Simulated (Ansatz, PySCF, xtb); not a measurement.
Diatomic TaAs, closed-shell singlet (lowest of 2S+1 = 1, 3, 5, 7, 9 at CCSD(T)/def2-TZVPP on PBE0 minima; our sources give no spin for the ground state, which may be another). No spin–orbit coupling. As is treated without relativity.

Seven points along R, fitted to fifth degree in 1/R; most abundant isotopes. Runs in def2 and cc sets follow the lowest solution found near the PBE0 minimum. The singlet is held restricted. HF and MP2 rows in def2 and cc sets belong to the determinant that coupled cluster picked by its CCSD energy.

The values were computed with Ansatz (a program for electronic structure) with Gaussian orbitals; PySCF for LANL2DZ rows; xtb for the GFN methods. Values without a source in brackets are computed. In def2 rows elements past Kr take small-core potentials, without spin–orbit coupling.

| level | r_e (Å) | ω_e (cm⁻¹) | α_e (cm⁻¹) | ω_e x_e (cm⁻¹) | dipole (D) |
|---|---|---|---|---|---|
| GFN1-xTB | 2.336 | 374 | 0.00022 | 1.2 | - |
| HF/def2-TZVPP | 2.201 | 422 | 0.00011 | 0.47 | - |
| HF/def2-QZVPP | 2.200 | 420 | 0.00011 | 0.48 | - |
| SVWN5/def2-TZVPP | 2.222 | 378 | 0.00014 | 0.60 | 2.92 |
| PBE/def2-TZVPP | 2.244 | 366 | 0.00014 | 0.60 | 2.95 |
| BP86/LANL2DZ | 2.260 | 362 | 0.00014 | 0.63 | 2.86 |
| r2SCAN/def2-TZVPP | 2.228 | 380 | 0.00014 | 0.59 | 3.25 |
| B97M-V/def2-TZVPP | 2.231 | 380 | 0.00013 | 0.59 | 3.00 |
| B3LYP/LANL2DZ | 2.248 | 374 | 0.00014 | 0.61 | 3.21 |
| B3LYP/def2-TZVPP | 2.236 | 376 | 0.00013 | 0.58 | 3.22 |
| PBE0/def2-TZVPP | 2.218 | 390 | 0.00013 | 0.56 | 3.38 |
| BHLYP/def2-TZVPP | 2.210 | 401 | 0.00012 | 0.53 | 3.72 |
| CAM-B3LYP/def2-TZVPP | 2.210 | 399 | 0.00012 | 0.53 | 3.65 |
| wB97X-V/def2-TZVPP | 2.199 | 412 | 0.00012 | 0.50 | 3.97 |
| wB97M-V/def2-TZVPP | 2.203 | 407 | 0.00012 | 0.51 | 3.76 |
| B2PLYP/def2-TZVPP | 2.266 | 341 | 0.00017 | 0.84 | - |
| MP2/def2-TZVPP | 2.279 | 324 | 0.00020 | 1.1 | - |
| MP2/def2-QZVPP | 2.262 | 331 | 0.00020 | 1.1 | - |
| MP2/CBS(def2-TZVPP, def2-QZVPP) | 2.250 | 337 | 0.00020 | 1.0 | - |
| SCS-MP2/def2-TZVPP | 2.275 | 331 | 0.00019 | 1.0 | - |
| SCS-MP2/def2-QZVPP | 2.261 | 337 | 0.00019 | 0.99 | - |
| CCSD/def2-TZVPP | 2.229 | 387 | 0.00013 | 0.56 | - |
| CCSD/def2-QZVPP | 2.217 | 391 | 0.00013 | 0.58 | - |
| CCSD(T)/def2-TZVPP | 2.254 | 363 | 0.00014 | 0.63 | - |
| CCSD(T)/def2-QZVPP | 2.242 | 366 | 0.00015 | 0.65 | - |
| CCSD(T)/CBS(def2-TZVPP, def2-QZVPP) | 2.234 | 369 | 0.00015 | 0.66 | - |

Correlated levels freeze the inner cores; with def2 sets outer-core shells near the valence are correlated too. CBS(a, b) extrapolates the correlation energy as X⁻³ and adds the Hartree–Fock energy of set b. Rows in LANL2DZ carry no dispersion term and start afresh at each structure. LANL2DZ brings its own core potentials from Na on.

Doubts at one or more of the structures used: a restricted determinant that unrestricted orbitals would lower (HF/def2-TZVPP, HF/def2-QZVPP, B2PLYP/def2-TZVPP, MP2/def2-TZVPP, MP2/def2-QZVPP, MP2/CBS(def2-TZVPP, def2-QZVPP), SCS-MP2/def2-TZVPP, SCS-MP2/def2-QZVPP, CCSD/def2-TZVPP, CCSD/def2-QZVPP, CCSD(T)/def2-TZVPP, CCSD(T)/def2-QZVPP, CCSD(T)/CBS(def2-TZVPP, def2-QZVPP)).
